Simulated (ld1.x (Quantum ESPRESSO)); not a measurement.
Logarithmic derivatives: N, ultrasoft

ld1.x (Quantum ESPRESSO) 7.5 input, shortened:

```
&input
   title='N', zed=7., rel=0, dft='PBE', iswitch=3,
   config='[He] 2s1 2p4 3d-2'
 /
 &inputp
   pseudotype=3, tm=.true., lloc=2,
   nlcc=.false.,
   which_augfun='PSQ', rmatch_augfun_nc=.true.
 /
5
2S  1  0   1.00   0.00  0.75  0.95  0.0
2S  1  0   0.00  -0.20  0.75  0.95  0.0
2P  2  1   4.00   0.00  1.70  1.95  0.0
2P  2  1   0.00   0.75  1.70  1.95  0.0
3D  3  2  -2.00   0.35  1.55  1.55  0.0
 &test
   configts(1)='2s1 2p4'
 /
```

The phase is arctan(r·u′/u) with u = r·R(r), unwrapped; energies in Ry, scanned from -3 to 5 Ry. A pole is an energy at which the radial function vanishes at the test radius. The pseudo phase is shifted by a multiple of π to meet the all-electron one at the reference energy, and phase errors are pseudo minus all-electron; the curves can meet again beyond the range given. Levels narrower than the energy grid can be missing from the lists of poles.

For each channel, where are the poles, and over which energies does the pseudopotential scatter like the atom?

| channel | radius (bohr) | reference energy (Ry) | poles, all-electron | poles, pseudo | unbroken range about the reference energy with phases within 0.05 rad | phase error 1 Ry above the reference energy (rad) |
| --- | --- | --- | --- | --- | --- | --- |
| s | 2.14 | -1.40 | -0.86 | -0.86 | the whole range | +0.000 |
| p | 2.14 | -0.55 | 0.03 | 0.03, 4.62 | below 2.2 | -0.000 |
| d | 2.14 | 0.35 | 4.68 | 4.70 | the whole range | +0.000 |

Phases in the d channel:

```csv
E (Ry),all-electron,pseudo
-3.00,1.333,1.333
-2.76,1.326,1.326
-2.52,1.318,1.318
-2.28,1.309,1.309
-2.04,1.299,1.299
-1.80,1.288,1.288
-1.56,1.275,1.275
-1.32,1.261,1.261
-1.08,1.245,1.245
-0.84,1.226,1.226
-0.60,1.204,1.204
-0.36,1.178,1.178
-0.12,1.147,1.147
0.12,1.108,1.108
0.36,1.059,1.059
0.60,0.994,0.994
0.84,0.907,0.907
1.08,0.785,0.785
1.32,0.606,0.606
1.56,0.341,0.342
1.80,-0.021,-0.020
2.04,-0.419,-0.418
2.28,-0.751,-0.750
2.52,-0.984,-0.983
2.76,-1.142,-1.141
3.00,-1.252,-1.251
3.24,-1.332,-1.331
3.48,-1.393,-1.392
3.72,-1.442,-1.440
3.96,-1.481,-1.480
4.20,-1.515,-1.514
4.44,-1.544,-1.543
4.68,-1.570,-1.569
4.92,-1.595,-1.593
```
